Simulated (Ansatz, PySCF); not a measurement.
Al(F)(Cl)(OEt) (C2H5AlClFO), SMILES CC[O][Al]([F])[Cl]. Atoms are numbered in the order given.

```xyz
11

Al     0.4683    -0.0500     0.2744
F      1.5278    -1.0079    -0.5699
Cl     0.7944     0.2478     2.3082
O     -0.8462     0.6794    -0.4720
C     -1.4851     0.6388    -1.7277
C     -1.7118    -0.7853    -2.2142
H     -2.4510     1.1652    -1.6328
H     -0.8878     1.1999    -2.4708
H     -2.3268    -1.3462    -1.4915
H     -2.2329    -0.7928    -3.1850
H     -0.7522    -1.3142    -2.3386
```
Charge 0, spin multiplicity 1.

Coordinates come from a B3LYP-D3(BJ)/def2-SVP optimisation. One conformer was computed; it need not be the lowest.

Two levels are set side by side: PBE-D3(BJ)/def2-SVP (Ansatz, a first-principles code) and B3LYP-D3(BJ)/def2-SVP (Ansatz). Each level has its own optimised geometry; the coordinates shown are those of the second. Frequencies come from the Hessian of PySCF at each geometry. Differences are taken from unrounded values.

```csv
quantity,B3LYP-D3(BJ)
mean bond length (Å),1.387
bond Al1–F2 (Å),1.659
bond Al1–Cl3 (Å),2.081
bond Al1–O4 (Å),1.678
bond O4–C5 (Å),1.409
bond C5–C6 (Å),1.522
bond C5–H7 (Å),1.104
bond C5–H8 (Å),1.106
bond C6–H9 (Å),1.102
bond C6–H10 (Å),1.102
bond C6–H11 (Å),1.103
highest harmonic wavenumber (cm⁻¹),3115
mean harmonic wavenumber (cm⁻¹),1216
zero-point energy (kcal/mol),46.93
```

### Question
What does PBE-D3(BJ) give, and how far is it from B3LYP-D3(BJ)? (An estimate is asked for; the answer gives what the named calculation found.)

### Answer

```json
[
 {"quantity": "mean bond length (Å)", "PBE-D3(BJ)": "1.395", "PBE-D3(BJ) minus B3LYP-D3(BJ)": "0.009"},
 {"quantity": "bond Al1–F2 (Å)", "PBE-D3(BJ)": "1.672", "PBE-D3(BJ) minus B3LYP-D3(BJ)": "0.013"},
 {"quantity": "bond Al1–Cl3 (Å)", "PBE-D3(BJ)": "2.089", "PBE-D3(BJ) minus B3LYP-D3(BJ)": "0.007"},
 {"quantity": "bond Al1–O4 (Å)", "PBE-D3(BJ)": "1.696", "PBE-D3(BJ) minus B3LYP-D3(BJ)": "0.018"},
 {"quantity": "bond O4–C5 (Å)", "PBE-D3(BJ)": "1.416", "PBE-D3(BJ) minus B3LYP-D3(BJ)": "0.006"},
 {"quantity": "bond C5–C6 (Å)", "PBE-D3(BJ)": "1.524", "PBE-D3(BJ) minus B3LYP-D3(BJ)": "0.002"},
 {"quantity": "bond C5–H7 (Å)", "PBE-D3(BJ)": "1.113", "PBE-D3(BJ) minus B3LYP-D3(BJ)": "0.009"},
 {"quantity": "bond C5–H8 (Å)", "PBE-D3(BJ)": "1.115", "PBE-D3(BJ) minus B3LYP-D3(BJ)": "0.009"},
 {"quantity": "bond C6–H9 (Å)", "PBE-D3(BJ)": "1.110", "PBE-D3(BJ) minus B3LYP-D3(BJ)": "0.007"},
 {"quantity": "bond C6–H10 (Å)", "PBE-D3(BJ)": "1.109", "PBE-D3(BJ) minus B3LYP-D3(BJ)": "0.007"},
 {"quantity": "bond C6–H11 (Å)", "PBE-D3(BJ)": "1.111", "PBE-D3(BJ) minus B3LYP-D3(BJ)": "0.008"},
 {"quantity": "highest harmonic wavenumber (cm⁻¹)", "PBE-D3(BJ)": "3063", "PBE-D3(BJ) minus B3LYP-D3(BJ)": "-51"},
 {"quantity": "mean harmonic wavenumber (cm⁻¹)", "PBE-D3(BJ)": "1183", "PBE-D3(BJ) minus B3LYP-D3(BJ)": "-33"},
 {"quantity": "zero-point energy (kcal/mol)", "PBE-D3(BJ)": "45.67", "PBE-D3(BJ) minus B3LYP-D3(BJ)": "-1.26"}
]
```

GGA bonds tend to be longer and softer than those of functionals with exact exchange. Differences between two approximate levels are no errors against the true value.
